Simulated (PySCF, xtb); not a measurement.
H3Sn, SMILES [SnH3-], charge -1.

Harmonic wavenumbers (cm⁻¹) from GFN2-xTB run with xtb 6.7.1 at its own minimum, in rising order: 532, 543, 545, 1003, 1006, 1031.

What does PBE-D3(BJ)/def2-TZVPD run with PySCF give at its own minimum? (An estimate is asked for; the answer gives what the named calculation found.)

696, 709, 709, 1498, 1503, 1503. Paired by order, the mean absolute difference is 327 cm⁻¹ and the zero-point energies are 6.7 and 9.5 kcal/mol.
